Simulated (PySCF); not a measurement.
# Polarisability and C₆ of Pd (palladium, neutral)

[Kr] 4d9 5s1, high-spin 3D determinant (an excited configuration). Computed with PySCF 2.14 in aug-cc-pVTZ-PP with one added diffuse shell each of s, p, d, f, g type with ECP28MDF (7s7p6d4f3g, 113 functions), with scalar relativity through the core potential. Coupled (time-dependent) response in atomic units; α is the mean over directions.

| method | mean α (bohr³) | α xx, yy, zz | C₆ (like pair) | S(−4) |
| --- | --- | --- | --- | --- |
| UHF | 86.69 | 88.98, 88.98, 82.12 | 753.0 | 7039 |
| PBE | 50.51 | 50.64, 50.64, 50.26 | 426.6 | 1711 |
| PBE0 | 54.89 | 55.33, 55.33, 54.00 | 459.1 | 2201 |

S(−4) is the Cauchy moment in α(ω) = α(0) + S(−4) ω² + …

Spin-orbit coupling is absent.

α(iu) at UHF:

```tsv
u (hartree)	α(iu) (bohr³)
0	86.69
0.0500	72.47
0.100	50.45
0.200	26.76
0.300	17.60
0.500	10.46
0.750	6.940
1.00	5.132
1.50	3.232
2.00	2.241
3.00	1.257
5.00	0.5458
```

A single London oscillator, α(iu) = α/(1 + u²/ω²), gives C₆ = (3/4) ω α². Matching the computed C₆ needs ω = 4 × 753.0 / (3 × 86.69²) = 0.134 hartree.

The components differ because the open shell of this determinant is not spherical; for a pure term their mean is the scalar polarisability.

Energies and moments cover only the electrons outside the core potential.
